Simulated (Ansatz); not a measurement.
Gas-phase electronic energies from Ansatz, PBE0-D4/def2-TZVP geometries. CBS: MP2 limit from def2 TZ/QZ plus the TZ coupled-cluster correction, frozen cores. This one scheme is used for every species. DFT in def2-TZVPP. One conformer a species, not always the lowest.

Consider the formal exchange of groups at the Al–O bond: `[SiH3][O][AlH][SiH3]` + CH₄ → `[CH3][AlH][SiH3]` + silanol.

| level | ΔE (kJ/mol) |
| --- | --- |
| PBE-D4 | 160.3 |
| B2PLYP | 176.8 |
| MP2/def2-TZVPP | 176.0 |
| CCSD/CBS(def2) | 174.2 |

Question: What does CCSD(T)/CBS give? (Best estimate.)

Answer: Ansatz gave: +172.5 kJ/mol. The listed levels differ from it by -12.2, 4.3, 3.5, 1.7 kJ/mol.

Largest T1 diagnostic among the species: 0.013.

From PBE to PBE0 (25 % exact exchange), in def2-TZVPP and without D4, ΔE moves by +3.7 kJ/mol. The D4 term adds +3.1 kJ/mol with B3LYP and +1.9 kJ/mol with PBE0; it sums over pairs of atoms, weighted by their polarisabilities, and B3LYP, whose exchange is more repulsive, gets the larger term. In def2-TZVPP, CCSD(T) changes the Hartree–Fock value by −13.7 kJ/mol (the triples alone add −1.7 kJ/mol) and MP2 by −11.1 kJ/mol.

B3LYP here is the variant with VWN-RPA as its local correlation; programs differ in this.
